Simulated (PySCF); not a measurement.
States of one metal complex from SC-NEVPT2 in the d shell, PySCF, above the ground state:

```
2S+1  degeneracy  energy / cm⁻¹  f (electric dipole)
   5           1              0                    –
   5           1            220                    0
   5           2           3071              2.2e-05
   5           1           3660              5.9e-05
   3           1          17964                    –
   3           2          18421                    –
   3           1          20351                    –
   3           1          20386                    –
   3           1          20696                    –
   3           2          20703                    –
   3           2          21341                    –
   3           1          21396                    –
```

Task: Which of these complexes, all computed at model or optimised geometries, gave the data?
A. [FeCl4]2- (d6, tetrahedral)
B. Mn(OH)3 (d4, trigonal planar)
C. [Mn(H2O)5]3+ (d4, square pyramidal)
D. CoF3 (d6, trigonal planar)

Result: A. [FeCl4]2- (d6, tetrahedral) has 5A1 (from 5E), then 5B1 (from 5E) at 220, 5E (from 5T2) at 3071 cm⁻¹ (NEVPT2). The others: [Mn(H2O)5]3+ (d4, square pyramidal) has 5A1, then 5A1 at 9172, 3A2 at 12575 cm⁻¹ (NEVPT2); Mn(OH)3 (d4, trigonal planar) has 5A', then 5A' at 14918, 5A'' at 17685 cm⁻¹ (NEVPT2); CoF3 (d6, trigonal planar) has 5A1', then 5E'' at 3433, 3E' at 17055 cm⁻¹ (NEVPT2).

On [FeCl4]2-: No frequencies were computed for the optimised geometry. 5B1 (from 5E) (220 cm⁻¹) lies within 300 cm⁻¹ of 5A1 (from 5E) at NEVPT2 level, inside the method's error: they are parts of one split term, whose order is undecided. NEVPT2 lifts 5E (from 5T2) from 2317 to 3071 cm⁻¹; on the d shell alone such lifts tend to overshoot.
